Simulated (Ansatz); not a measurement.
Gas-phase reaction in SMILES: F[SiH2][SiH2] -> F[SiH2][SiH2-] (an electron is taken up)
Structures are relaxed separately at B3LYP-D3(BJ)/def2-TZVP in Ansatz (a quantum-chemistry and plane-wave program), one conformer each, not searched for the lowest.

Quantity: adiabatic electron affinity (electronic energy difference), positive where the reaction releases energy, in eV. Cores are frozen in the correlated levels unless marked. UHF or UKS for open shells. Spin-orbit coupling is left out. No relativistic terms. Anions need diffuse functions: aug- sets have them; def2-D sets add few; the other sets have none. CBS marks a two-point X^-3 extrapolation of the correlation energy; Hartree-Fock from the larger set.

```tsv
level	program	adiabatic electron affinity (eV)
BLYP-D4/def2-TZVPD	Ansatz + dftd4	…
r2SCAN/def2-TZVPD	Ansatz	1.84
r2SCAN-D3(BJ)/def2-TZVPD	Ansatz + dftd3	1.84
PBE0/STO-3G	Ansatz	-2.64
PBE0/6-31G*	Ansatz	1.67
PBE0/def2-QZVPP	Ansatz	…
LC-wPBE-D3(BJ)/def2-TZVPD	Ansatz + dftd3	…
B2GP-PLYP-D4/def2-TZVPD	Ansatz + dftd4	1.85
RPA@PBE/cc-pV(T+d)Z	Ansatz	2.06
SCS-MP2/STO-3G	Ansatz	-3.68
SCS-MP2/aug-cc-pV(Q+d)Z	Ansatz	1.89
CCSD/aug-cc-pV(T+d)Z	Ansatz	1.85
CCSD(T)/CBS(aug-cc-pV(T+d)Z,aug-cc-pV(Q+d)Z)	Ansatz	…
```

Q: Some entries are withheld; supply them.

A: 
- BLYP-D4/def2-TZVPD, adiabatic electron affinity (eV): 1.98
- PBE0/def2-QZVPP, adiabatic electron affinity (eV): 1.88
- LC-wPBE-D3(BJ)/def2-TZVPD, adiabatic electron affinity (eV): 1.82
- CCSD(T)/CBS(aug-cc-pV(T+d)Z,aug-cc-pV(Q+d)Z), adiabatic electron affinity (eV): 1.99
